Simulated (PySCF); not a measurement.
Point-charge models of `Cl[C@H]1[C@H]2C=C[C@@H]1C=C2` against its computed dipole.

Coordinates (GFN2-xTB, Å) and charges (e) from the PBE0/pcSseg-1 density (PySCF):

| atom | x | y | z | Mulliken | IAO | Hirshfeld | ESP-fitted |
| --- | --- | --- | --- | --- | --- | --- | --- |
| Cl1 | 1.310 | -1.553 | -1.772 | -0.0923 | -0.1138 | -0.0811 | -0.1196 |
| C2 | 0.029 | -0.515 | -1.128 | -0.1103 | -0.0750 | +0.0120 | -0.3840 |
| C3 | -0.537 | -0.968 | 0.231 | -0.2216 | -0.1356 | -0.0336 | +0.2308 |
| C4 | 0.689 | -0.739 | 1.100 | -0.0087 | -0.1582 | -0.0577 | -0.2334 |
| C5 | 1.316 | 0.327 | 0.629 | -0.0088 | -0.1582 | -0.0578 | -0.2078 |
| C6 | 0.521 | 0.832 | -0.565 | -0.2218 | -0.1355 | -0.0335 | +0.2227 |
| C7 | -0.815 | 1.300 | -0.008 | -0.0217 | -0.1601 | -0.0476 | -0.2651 |
| C8 | -1.443 | 0.231 | 0.465 | -0.0216 | -0.1601 | -0.0476 | -0.2642 |
| H9 | -0.725 | -0.418 | -1.911 | +0.1545 | +0.1600 | +0.0392 | +0.2155 |
| H10 | -0.998 | -1.948 | 0.287 | +0.1054 | +0.1496 | +0.0468 | +0.0746 |
| H11 | 0.935 | -1.351 | 1.946 | +0.0852 | +0.1596 | +0.0530 | +0.1588 |
| H12 | 2.204 | 0.808 | 0.992 | +0.0853 | +0.1595 | +0.0530 | +0.1514 |
| H13 | 1.033 | 1.508 | -1.241 | +0.1054 | +0.1495 | +0.0468 | +0.0750 |
| H14 | -1.128 | 2.326 | -0.001 | +0.0856 | +0.1591 | +0.0541 | +0.1732 |
| H15 | -2.396 | 0.169 | 0.953 | +0.0855 | +0.1592 | +0.0541 | +0.1721 |

Problem. Form Σ q r in debye for every column and set it beside the full dipole.

Solution. The full density gives (-1.34, 1.24, 1.03) D, 2.10 D in size; dipole vectors point from the negative to the positive end.

| scheme | μx | μy | μz | size (D) | share of the full size (%) | angle to the full dipole (°) |
| --- | --- | --- | --- | --- | --- | --- |
| Mulliken | -1.11 | 1.23 | 1.31 | 2.12 | 101 | 10 |
| IAO | -1.32 | 1.11 | 0.75 | 1.89 | 90 | 6 |
| Hirshfeld | -0.79 | 0.69 | 0.52 | 1.17 | 56 | 4 |
| ESP-fitted | -1.40 | 1.26 | 0.98 | 2.12 | 101 | 2 |

Problem. Which set comes closest?

Solution. Length of the difference vector: ESP-fitted 0.08 D, IAO 0.31 D, Mulliken 0.36 D, Hirshfeld 0.93 D. Closest: ESP-fitted. 

Problem. What is left for the Hirshfeld atoms' own dipoles?

Solution. The Hirshfeld atoms' densities add up to the full density, so μ = Σ q r + Σ (atomic dipoles). The atomic dipoles sum to (-1.34, 1.24, 1.03) − (-0.79, 0.69, 0.52) = (-0.55, 0.55, 0.51) D, 0.93 D in size.

Problem. With the origin at the mean of the coordinates, (0.000, 0.001, -0.001) Å, which are the largest single terms, by size, of the Hirshfeld dipole along the direction of the full one?

Solution. Cl1 +1.02, H14 +0.55, H15 +0.54, C7 -0.29, C8 -0.29 D; all 15 atoms together +1.17 D. The single terms depend on the origin, their sum doesn't.

Problem. Give the size of the full dipole in other units.

Solution. 2.10 D = 0.826 au = 0.437 e·Å = 7.00 × 10⁻³⁰ C·m.

Geometry: GFN2-xTB; no solvent, vibrations or thermal averaging.
